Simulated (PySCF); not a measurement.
C2H7FInN, singlet, geometry from GFN2-xTB (such geometries of metal compounds can be far from the true shape) (all electrons, no relativity), with bond 3-1 at 2.4 times its length; CASSCF(6,4)/STO-3G (PySCF).

PySCF was given this input:
```python
from pyscf import gto, scf, mcscf
import numpy

mol = gto.Mole()
mol.atom = '''
    In   -0.30857431    0.29072882   -0.56679894
    H    -1.71687519    1.07055230   -1.21278332
    F     3.57471214    0.90759703   -3.22762688
    N     0.14042261   -0.28449948    1.42623844
    C     1.37888693   -1.01616207    1.54962741
    C    -0.94331107   -0.90249817    2.15341001
    H     1.74599866   -0.92279477    2.57656927
    H     1.27347280   -2.08951123    1.32376442
    H     2.12052915   -0.57516238    0.87705149
    H    -1.06589566   -1.97289312    1.93110317
    H    -0.74325163   -0.80227356    3.22585223
    H    -1.87540589   -0.37998695    1.92899261
'''
mol.basis = 'sto-3g'
mol.verbose = 4
mol.build()

mf = scf.RHF(mol)
mf.kernel()
mc = mcscf.CASSCF(mf, 4, 6)
mc.fix_spin_(ss=0.0)
mc.kernel()
occ = numpy.linalg.eigvalsh(mc.fcisolver.make_rdm1(mc.ci, mc.ncas, mc.nelecas))[::-1]
ss = mc.fcisolver.spin_square(mc.ci, mc.ncas, mc.nelecas)[0]
print('natural occupations', occ.round(4), ' <S^2>', round(ss, 4))
```

Output, abridged:

```
PySCF version 2.14.0

[INPUT] verbose = 4
[INPUT] num. atoms = 12
[INPUT] num. electrons = 84
[INPUT] charge = 0
[INPUT] spin (= nelec alpha-beta = 2S) = 0
[INPUT] symmetry False subgroup None
[INPUT] Mole.unit = angstrom
[INPUT] Symbol           X                Y                Z      unit          X                Y                Z       unit  Magmom
[...]
nuclear repulsion = 397.935149942602
number of shells = 30
number of NR pGTOs = 162
number of NR cGTOs = 54
basis = sto-3g
ecp = {}

******** <class 'pyscf.scf.hf.RHF'> ********
method = RHF
initial guess = minao
damping factor = 0
level_shift factor = 0
DIIS = <class 'pyscf.scf.diis.CDIIS'>
diis_start_cycle = 1
diis_space = 8
diis_damp = 0
SCF conv_tol = 1e-09
SCF conv_tol_grad = None
SCF max_cycles = 50
direct_scf = True
direct_scf_tol = 1e-13
Set gradient conv threshold to 3.16228e-05
Initial guess from minao.
init E= -5897.80062183784
[...]
cycle= 1 E= -5912.9165456923  delta_E= -15.1  |g|= 0.438  |ddm|= 3.94
[...]
cycle= 2 E= -5900.15100440454  delta_E= 12.8  |g|= 1.12  |ddm|= 6.46
[...]
cycle= 3 E= -5913.03581819318  delta_E= -12.9  |g|= 0.117  |ddm|= 6.61
[...]
cycle= 4 E= -5900.25089289663  delta_E= 12.8  |g|= 1.31  |ddm|= 6.55
[...]
cycle= 5 E= -5900.13750862367  delta_E= 0.113  |g|= 0.859  |ddm|= 0.354

WARN: HOMO 0.0497427006378052 == LUMO 0.04974967295533

cycle= 6 E= -5912.69498912134  delta_E= -12.6  |g|= 0.224  |ddm|= 5.69
[...]
cycle= 7 E= -5912.70023939309  delta_E= -0.00525  |g|= 0.201  |ddm|= 0.0815
[...]
cycle= 8 E= -5912.70728749064  delta_E= -0.00705  |g|= 0.167  |ddm|= 0.111
[...]
cycle= 9 E= -5913.0279284862  delta_E= -0.321  |g|= 0.17  |ddm|= 3.31
[...]
cycle= 10 E= -5913.03061558984  delta_E= -0.00269  |g|= 0.157  |ddm|= 0.0665
[...]
cycle= 11 E= -5913.03824605219  delta_E= -0.00763  |g|= 0.113  |ddm|= 0.138
[...]
cycle= 12 E= -5913.04252047949  delta_E= -0.00427  |g|= 0.0835  |ddm|= 0.108
[...]
cycle= 13 E= -5912.72208923297  delta_E= 0.32  |g|= 0.22  |ddm|= 3.26
[...]
cycle= 14 E= -5912.70450600668  delta_E= 0.0176  |g|=  0.2  |ddm|= 0.193
[...]
cycle= 15 E= -5912.70236850304  delta_E= 0.00214  |g|= 0.199  |ddm|= 0.0365
[...]
cycle= 16 E= -5912.70171980629  delta_E= 0.000649  |g|=  0.2  |ddm|= 0.039
[...]
cycle= 17 E= -5912.70173505207  delta_E= -1.52e-05  |g|=  0.2  |ddm|= 0.00271
[...]
cycle= 18 E= -5912.69977850208  delta_E= 0.00196  |g|= 0.206  |ddm|= 0.694
[...]
cycle= 19 E= -5912.70292610214  delta_E= -0.00315  |g|= 0.203  |ddm|= 0.479
[...]
cycle= 20 E= -5913.04660825574  delta_E= -0.344  |g|= 0.0857  |ddm|= 3.27
[...]
cycle= 21 E= -5913.1784618468  delta_E= -0.132  |g|= 0.0232  |ddm|=  1.7
[...]
cycle= 22 E= -5913.14716733334  delta_E= 0.0313  |g|= 0.196  |ddm|= 0.636
[...]
cycle= 23 E= -5913.14684544182  delta_E= 0.000322  |g|= 0.196  |ddm|= 0.468
[...]
cycle= 24 E= -5913.1527278581  delta_E= -0.00588  |g|= 0.177  |ddm|= 0.119
[...]
cycle= 25 E= -5913.15066075157  delta_E= 0.00207  |g|= 0.142  |ddm|= 1.08
[...]
cycle= 26 E= -5913.1730310562  delta_E= -0.0224  |g|= 0.0811  |ddm|= 0.815
[...]
cycle= 27 E= -5913.1730783883  delta_E= -4.73e-05  |g|= 0.0788  |ddm|= 0.161
[...]
cycle= 28 E= -5913.17704267119  delta_E= -0.00396  |g|= 0.0373  |ddm|= 0.355
[...]
cycle= 29 E= -5913.17781151722  delta_E= -0.000769  |g|= 0.0253  |ddm|= 0.0417
[...]
cycle= 30 E= -5913.17842204141  delta_E= -0.000611  |g|= 0.00558  |ddm|= 0.0675
[...]
cycle= 31 E= -5913.17847216684  delta_E= -5.01e-05  |g|= 0.00287  |ddm|= 0.0294
[...]
cycle= 32 E= -5913.17846301269  delta_E= 9.15e-06  |g|= 0.00409  |ddm|= 0.00452
[...]
cycle= 33 E= -5913.17851398089  delta_E= -5.1e-05  |g|= 0.00324  |ddm|= 0.0438
[...]
cycle= 34 E= -5913.17839739893  delta_E= 0.000117  |g|= 0.0035  |ddm|= 0.114
[...]
cycle= 35 E= -5913.15766203155  delta_E= 0.0207  |g|= 0.153  |ddm|= 0.728
[...]
cycle= 36 E= -5913.17813543528  delta_E= -0.0205  |g|= 0.0132  |ddm|= 0.62
[...]
cycle= 37 E= -5913.17806397817  delta_E= 7.15e-05  |g|= 0.0134  |ddm|= 0.0692
[...]
cycle= 38 E= -5913.13437194433  delta_E= 0.0437  |g|= 0.223  |ddm|= 0.899
[...]
cycle= 39 E= -5913.14596778804  delta_E= -0.0116  |g|= 0.192  |ddm|= 0.117
[...]
cycle= 40 E= -5913.1775076369  delta_E= -0.0315  |g|= 0.0253  |ddm|= 0.654
[...]
cycle= 41 E= -5913.17796757346  delta_E= -0.00046  |g|= 0.00762  |ddm|= 0.13
[...]
cycle= 42 E= -5913.1349777908  delta_E= 0.043  |g|= 0.222  |ddm|= 0.885
[...]
cycle= 43 E= -5913.11959653559  delta_E= 0.0154  |g|= 0.257  |ddm|= 0.142
[...]
cycle= 44 E= -5913.17459032117  delta_E= -0.055  |g|= 0.0604  |ddm|= 0.73
[...]
cycle= 45 E= -5913.04637195444  delta_E= 0.128  |g|= 0.361  |ddm|= 1.23
[...]
cycle= 46 E= -5913.0282663717  delta_E= 0.0181  |g|= 0.377  |ddm|= 0.0878
[...]
cycle= 47 E= -5913.13950774432  delta_E= -0.111  |g|= 0.21  |ddm|= 0.721
[...]
cycle= 48 E= -5913.11437801873  delta_E= 0.0251  |g|= 0.267  |ddm|= 0.21
[...]
cycle= 49 E= -5913.17795170249  delta_E= -0.0636  |g|= 0.00793  |ddm|= 1.07
[...]
cycle= 50 E= -5913.1779993866  delta_E= -4.77e-05  |g|= 0.00544  |ddm|= 0.021
SCF not converged.
SCF energy = -5913.1779993866

******** <class 'pyscf.mcscf.mc1step.CASSCF'> ********
CAS (3e+3e, 4o), ncore = 39, nvir = 11
max_cycle_macro = 50
max_cycle_micro = 4
conv_tol = 1e-07
conv_tol_grad = None
orbital rotation max_stepsize = 0.02
orbital rotation threshold for CI restart = 0.01
augmented hessian ah_max_cycle = 30
augmented hessian ah_conv_tol = 1e-12
augmented hessian ah_linear dependence = 1e-14
augmented hessian ah_level shift = 1e-08
augmented hessian ah_start_tol = 2.5
augmented hessian ah_start_cycle = 3
augmented hessian ah_grad_trust_region = 3
kf_trust_region = 3
kf_interval = 4
ci_response_space = 4
ci_grad_trust_region = 3
with_dep4 0
natorb = False
canonicalization = True
sorting_mo_energy = False
ao2mo_level = 2
internal_rotation = False
******** <class 'pyscf.fci.addons.SpinPenaltyFCISolver'> ********
max. cycles = 50
conv_tol = 1e-08
davidson only = True
linear dependence = 1e-12
level shift = 0.001
max iter space = 12
nroots = 1
pspace_size = 400
spin = None
CASCI E = -5913.43138991387  S^2 = 0.0000000
Set conv_tol_grad to 0.000316228
macro iter   1 ( 19 JK    4 micro), CASSCF E = -5913.43461214841  dE = -3.22223454e-03  S^2 = 0.0000000
               |grad[o]|=0.0554  |grad[c]|=0.00444  |ddm|=0.0105  |maxRot[o]|= 0.11
macro iter   2 ( 21 JK    4 micro), CASSCF E = -5913.43461255333  dE = -4.04917046e-07  S^2 = 0.0000000
               |grad[o]|=0.00608  |grad[c]|=0.0339  |ddm|=0.00825  |maxRot[o]|=0.237
macro iter   3 ( 21 JK    4 micro), CASSCF E = -5913.43462235769  dE = -9.80436107e-06  S^2 = 0.0000000
               |grad[o]|=0.00349  |grad[c]|=0.0165  |ddm|=0.0025  |maxRot[o]|=0.187
macro iter   4 ( 21 JK    4 micro), CASSCF E = -5913.43462555241  dE = -3.19472019e-06  S^2 = 0.0000000
               |grad[o]|=0.00186  |grad[c]|=0.0123  |ddm|=0.000569  |maxRot[o]|=0.0777
macro iter   5 (  7 JK    2 micro), CASSCF E = -5913.43462851154  dE = -2.95913105e-06  S^2 = 0.0000000
               |grad[o]|=0.00118  |grad[c]|=0.0078  |ddm|=0.00147  |maxRot[o]|=0.0588
macro iter   6 (  9 JK    2 micro), CASSCF E = -5913.43462873453  dE = -2.22989001e-07  S^2 = 0.0000000
               |grad[o]|=0.000345  |grad[c]|=5.68e-05  |ddm|=0.000319  |maxRot[o]|=0.0129
macro iter   7 (  3 JK    1 micro), CASSCF E = -5913.43462875274  dE = -1.82153599e-08  S^2 = 0.0000000
               |grad[o]|=0.000169  |grad[c]|=3.2e-05  |ddm|=2.28e-05  |maxRot[o]|=0.00549
1-step CASSCF converged in   7 macro (101 JK  21 micro) steps
CASSCF canonicalization
Density matrix diagonal elements [1.00000593 1.99540605 1.64785876 1.35672927]
CASSCF energy = -5913.43462875274
CASCI E = -5913.43462875274  E(CI) = -7.28108667310516  S^2 = 0.0000000
natural occupations [2.     2.     1.0025 0.9975]  <S^2> 0.0
```

The run did not converge; its last values are not results.
